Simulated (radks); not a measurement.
Problem. These are the eigenvalues of the occupied orbitals of an atom or ion with whole-number occupations (eV). Method: Dirac Kohn-Sham, LB94 model potential, spin-unpolarised, spherical densities, finite nucleus; Fermi nuclear charge, rms radius of each element as measured or else 0.836 A^(1/3) + 0.57 fm; computed with a radial shooting solver on a logarithmic mesh with Libxc functionals.

orbital  eigenvalue
1s1/2     -84842.83
2s1/2     -16348.07
2p1/2     -15764.46
2p3/2     -13802.65
3s1/2     -5077.024
3p1/2     -4813.491
3p3/2     -4372.811
3d3/2     -3935.784
3d5/2     -3841.062
4s1/2     -2177.009
4p1/2     -2062.917
4p3/2     -1931.859
4d3/2     -1746.666
4d5/2     -1719.243

Which element is it, and in what charge state? The configuration may be excited. Open shells, if any, fill j = l - 1/2 first.

Solution. Z = 80, mercury, charge +37: Hg37+ in [Kr] 4d7. The list shows which subshells hold electrons but not how many an open one holds; the 1s level, -3117.9 hartree, gives Z - s = 79.0 by -(Z - s)^2/2, which with screening and relativity narrows Z to a few neighbours, and the depths of the outer levels then fix element, charge and occupations together.
